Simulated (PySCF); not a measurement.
H₄Zr, SMILES [ZrH4-], charge -1, multiplicity 2.

The structure is a stationary point at r2SCAN-D4/def2-TZVPD. A frequency run showed that this geometry is not a minimum. The spin state was assumed, not searched. The def2 effective core potentials stand for the cores of Zr; spin–orbit coupling is left out.

Two levels are set side by side: PBE/def2-TZVPD (PySCF) and r2SCAN/def2-TZVPD (PySCF). Same geometry, gas phase. Differences are taken from unrounded values.

```csv
quantity,PBE
α-spin orbital gap (eV),0.38
β-spin orbital gap (eV),3.69
mean polarisability (bohr³),106.7
```

Problem. These are the PBE values. What does r2SCAN give? (An estimate is asked for; the answer gives what the named calculation found.)

Solution. 
```csv
quantity,r2SCAN,PBE minus r2SCAN
α-spin orbital gap (eV),0.60,-0.21
β-spin orbital gap (eV),4.09,-0.39
mean polarisability (bohr³),110.1,-3.5
```

Rough cost on one machine, each run with all the roots and properties that it gave: r2SCAN against PBE about 3 times.
